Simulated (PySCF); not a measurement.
# Mayer bond orders and bond lengths

Species: C6H14P2.
SMILES with atom numbers: `[CH2:1]=[P@@:2]([PH2:3])([CH2:4][CH3:5])[CH:6]1[CH2:7][CH2:8]1` (hydrogens: H9, H10 on C1; H11, H12 on P3; H13, H14 on C4; H15, H16, H17 on C5; H18 on C6; H19, H20 on C7; H21, H22 on C8)

Structure used (GFN2-xTB), in Å, numbered top down from 1:
```xyz
22
C6H14P2 angstrom
C     -0.656    1.541    1.414
P      0.005    0.739    0.060
P      0.699    2.161   -1.426
C      1.526   -0.124    0.629
C      2.316   -0.809   -0.475
C     -0.738   -0.526   -1.106
C     -2.226   -0.685   -1.020
C     -1.334   -1.745   -0.467
H     -1.514    2.151    1.135
H     -0.910    0.838    2.204
H     -0.614    2.550   -1.682
H      0.865    3.137   -0.453
H      1.225   -0.841    1.397
H      2.123    0.650    1.122
H      3.258   -1.187   -0.083
H      2.535   -0.104   -1.278
H      1.757   -1.645   -0.889
H     -0.273   -0.622   -2.082
H     -2.753   -0.056   -0.313
H     -2.780   -0.885   -1.925
H     -1.260   -2.690   -0.985
H     -1.262   -1.829    0.610
```

Bond orders from the PBE0/pcSseg-1 density (PySCF). Geometry: GFN2-xTB, one conformer, isolated molecule.

Task: Where do the orders between heavy atoms depart from those drawn in the SMILES?

Result: The largest departure is 0.454, at C1–P2 (drawn double, 1.546). Drawn single, order below 0.88: P2–C6 (0.737). Drawn double or triple, more than 0.30 short of the drawn order: C1–P2 (1.546).

Task: Set the Mayer orders of the bonds beside their lengths.

Result: 
```csv
bond,drawn as,length (Å),Mayer order
C1–P2,double,1.707,1.546
P2–P3,single,2.170,1.004
P2–C4,single,1.839,0.924
C4–C5,single,1.520,1.034
P2–C6,single,1.874,0.737
C6–C7,single,1.499,0.950
C7–C8,single,1.491,0.983
C8–C6,single,1.500,0.940
C1–H9,single,1.089,0.939
C1–H10,single,1.088,0.928
P3–H11,single,1.393,0.929
P3–H12,single,1.389,0.930
C4–H13,single,1.094,0.935
C4–H14,single,1.094,0.939
C5–H15,single,1.089,0.965
C5–H16,single,1.090,0.960
C5–H17,single,1.087,0.957
C6–H18,single,1.085,0.928
C7–H19,single,1.083,0.942
C7–H20,single,1.080,0.957
C8–H21,single,1.080,0.957
C8–H22,single,1.083,0.946
```

By pair of heavy elements: C–P: lowest P2–C6 (0.737, 1.874 Å), highest C1–P2 (1.546, 1.707 Å). C–C: lowest C8–C6 (0.940, 1.500 Å), highest C4–C5 (1.034, 1.520 Å); in 3 of the 6 pairs the longer bond (by over 0.003 Å) has the higher order (by 0.02 or more).

Task: Sum the orders of all bonds at each heavy atom with more than one neighbour and set the sums beside the valence in the SMILES.

Result: C1 3.413 (drawn 4), P2 4.211 (drawn 5), P3 2.863 (drawn 3), C4 3.832 (drawn 4), C5 3.916 (drawn 4), C6 3.555 (drawn 4), C7 3.832 (drawn 4), C8 3.826 (drawn 4). Orders between atoms that aren't bonded are not in these sums.

Mayer orders depend on the basis set.
